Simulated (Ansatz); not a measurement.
H₃S (SMILES [SH3+]), charge +1, singlet, geometry from GFN2-xTB; PBE0/6-31G* run with Ansatz (a quantum-chemistry and plane-wave program).

Here is a job for Ansatz.
Ansatz 0.2 input:
```yaml
crystal:
  periodic: [false, false, false]
  atoms:
    - {symbol: S, position_ang: [0.00815214, -0.00667796, 0.11475350]}
    - {symbol: H, position_ang: [-0.52580220, 1.06636048, -0.51777110]}
    - {symbol: H, position_ang: [1.09132467, -0.05802782, -0.69808507]}
    - {symbol: H, position_ang: [-0.69595671, -0.90148537, -0.62019990]}
basis:
  gaussian:
    orbitals: 6-31G*
hamiltonian:
  xc: pbe0
total_charge: 1
accuracy: high
```

The log (banner, timings and long lists left out):

```
Functional definition: PBE0
452 factors; integrals over basis functions are off by at most 2.9e-9 eV
mean field evaluation 1: about -10869.5139 eV, gradient 2.2e1 eV
mean field evaluation 2: about -10869.9989 eV, gradient 1.8e1 eV
mean field evaluation 4: about -10870.8969 eV, gradient 1.5e-1 eV
mean field evaluation 8: about -10870.8812 eV, gradient 9.0e-4 eV
mean field evaluation 16: about -10870.8812 eV, gradient 1.2e-8 eV
mean field -10870.88124853 eV, -399.4975173354 hartree, gradient 1.2e-8 eV, S^2 0.000000; 0 other end points of the search recorded, 0 dependent functions left out
reference -10870.88124997 eV, -399.4975173884 hartree; 9, 9 occupied and 16, 16 virtual orbitals, 452 factors
Total energy: -10870.88124997 eV, -399.4975173884 hartree
```
